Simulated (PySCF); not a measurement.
## Substituent chemical shifts

Parent skeleton `[CH3:1][S+:2]([CH3:3])[AlH3-:4]`; one hydrogen on atom 4 is replaced by X. Hydrogens on one atom are averaged.

[PySCF 2.14.0 with density-fitted response routines: NMR shieldings at PBE0/pcSseg-1/GIAO; PBE0-D3(BJ)/def2-SVP geometry; one computed conformer; equivalent nuclei averaged; no relativistic terms; no solvent]

Scale: TMS for $^{13}$C (σ = 184.41 ppm) and $^{1}$H (σ = 31.27 ppm); $^{33}$S (σ = 495.66 ppm) vs CS2; $^{27}$Al (σ = 489.28 ppm) vs AlH4- (reference shieldings calculated alike).

Parent (X = H): C1/C3 24.0, S2 -92.0, Al4 74.1, H(C1)/H(C3) 2.12, H(Al4) 3.99 ppm. Effects are Δδ = δ(X) − δ(H), positive for deshielding.

Task: Give Δδ (ppm) for X = SSiH3, CH2Cl, NHCH3.

Result: 
```
    X                    SMILES  C1/C3    S2    Al4  H(C1)/H(C3)  H(Al4)
SSiH3  C[S+](C)[AlH2-][S][SiH3]   -3.2  +7.6   +2.7        +0.09   +0.32
CH2Cl    C[S+](C)[AlH2-][CH2]Cl   -1.0  -4.0  -14.5        -0.05   -0.14
NHCH3      C[NH][AlH2-][S+](C)C   -2.6  -1.1   -3.6        -0.11   -0.02
```

Task: Which position responds most, and to which substituents?

Result: Al4: from -14.5 ppm with CH2Cl to +2.7 ppm with SSiH3.
